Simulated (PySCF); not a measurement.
**Radial density of Mn⁺ (manganese, charge +1)**

UHF, [Ar] 3d5 4s1, high-spin 7S determinant. Computed with PySCF 2.14 in aug-cc-pVTZ-DK (8s7p5d3f2g, 93 functions), with scalar relativity by spin-free X2C-1e.

```tsv
r (bohr)	4πr²ρ (e/bohr)	4πr²(ρα − ρβ)
0.00108	0.2154	0.0001
0.00182	0.5452	0.0002
0.00306	1.351	0.0006
0.00515	3.228	0.0013
0.00867	7.258	0.0029
0.0146	14.64	0.0058
0.0245	24.46	0.0088
0.0413	30.10	0.0080
0.0694	25.40	0.0041
0.117	24.82	0.0442
0.196	33.25	0.3004
0.330	18.69	1.3710
0.555	12.69	3.6608
0.934	12.86	4.0098
1.57	3.349	1.8978
2.64	0.6855	0.6600
4.45	0.1076	0.1076
7.48	0.001551	0.0016
```

Densities and radii are taken from the X2C orbitals without a picture-change correction, which distorts them close to the nucleus.
